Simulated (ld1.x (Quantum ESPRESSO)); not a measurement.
## Ranking TM potentials for arsenic

All share these settings but for the change named:

As, norm-conserving Troullier–Martins (Kleinman–Bylander form), made with ld1.x (Quantum ESPRESSO) 7.5 (LDA (PZ), scalar-relativistic). Core [Ar] 3d10, reference 4s2 4p2.5 (charge +0.5). Waves: 4s (bound): rc 1.60 bohr; 4p (bound): rc 1.65 bohr. Local part: the p channel. Core correction: a·sin(br)/r model core inside 1.55 bohr.

Cutoff: the first of the cutoffs (Ry, on a coarse ladder) from which the occupation-weighted sum of valence levels, in a spherical-Bessel basis at the reference potential, stays within 10 and 1 mRy of its value at 400 Ry; the density cutoff is not measured.

The base gives 35 Ry.

Of 8 variants that were run, those that failed, showed a ghost or another fault, or gave nearly equal values are left out.

A variant can come out equal or close to the base.

Q: Rank these variants from softest to hardest (loose cutoff).
A. wave 4s (bound): rc 1.60 bohr becomes 4s (bound): rc 2.20 bohr
B. wave 4s (bound): rc 1.60 bohr becomes 4s (bound): rc 1.48 bohr
C. wave 4s (bound): rc 1.60 bohr becomes 4s (bound): rc 2.38 bohr
D. wave 4s (bound): rc 1.60 bohr becomes 4s (bound): rc 2.02 bohr

A: C (18 Ry), A (21 Ry), D (25 Ry), B (35 Ry).
